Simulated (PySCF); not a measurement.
Molecular orbitals of RbSe

LDA at R = 3.138 Å; Rb def2-TZVPP with ECP28, Se def2-TZVPP; scalar-relativistic core potentials (PySCF 2.14). State: ²Π (doublet), unpaired electrons π ↑. Only the outer orbitals are listed, counted within each symmetry, core potentials removing the inner ones.

| spin | orbital | occ. | ε (eV) | on Rb (%) | main shells (%) |
| --- | --- | --- | --- | --- | --- |
| α | 7σ | 1 | -32.56 | 100 | 100 Rb s |
| α | 4π | 1 | -16.43 | 100 | 100 Rb p |
| α | 4π | 1 | -16.40 | 100 | 100 Rb p |
| α | 8σ | 1 | -16.34 | 96 | 96 Rb p |
| α | 9σ | 1 | -14.02 | 5 | 95 Se s |
| α | 5π | 1 | -4.83 | 3 | 97 Se p |
| α | 10σ | 1 | -4.26 | 10 | 90 Se p |
| α | 5π | 1 | -3.92 | 5 | 95 Se p |
| α | 11σ | 0 | -1.98 | 96 | 83 Rb s, 12 Rb p |
| α | 6π | 0 | -0.46 | 100 | 88 Rb p, 12 Rb d |
| α | 6π | 0 | -0.44 | 100 | 87 Rb p, 13 Rb d |
| β | 7σ | 1 | -32.56 | 100 | 100 Rb s |
| β | 4π | 1 | -16.43 | 100 | 100 Rb p |
| β | 4π | 1 | -16.40 | 100 | 100 Rb p |
| β | 8σ | 1 | -16.32 | 98 | 98 Rb p |
| β | 9σ | 1 | -13.35 | 4 | 96 Se s |
| β | 10σ | 1 | -3.94 | 12 | 88 Se p, 10 Rb s |
| β | 5π | 1 | -3.60 | 5 | 94 Se p |
| β | 5π | 0 | -3.69 | 5 | 95 Se p |
| β | 11σ | 0 | -1.97 | 94 | 80 Rb s, 13 Rb p |
| β | 6π | 0 | -0.46 | 100 | 86 Rb p, 14 Rb d |

Question: Which are the highest filled and the lowest empty level, where do they sit, and how wide is the gap?

Answer: Highest filled β 5π at -3.60 eV (in %: 94 Se p); lowest empty β 5π at -3.69 eV (in %: 95 Se p); the gap at LDA is -0.09 eV. Both belong to one degenerate shell, split only by its one-sided filling, so this is no excitation gap.

The bond order (Mayer) is 0.68. The ⟨S²⟩ is 0.753, the charge on Rb (Mulliken, basis-dependent) is 0.63 and the charge on Rb (Löwdin, basis-dependent) is 0.35. The dipole moment (positive dipole means Rb(−)Se(+)) is -10.30 D.

Spin–orbit coupling is left out. Counting both spins, an empty level lies below a filled one in this solution, because spin and occupation are held. The state is the lowest determinant that a PBE0 search found; another state may lie lower at other levels.
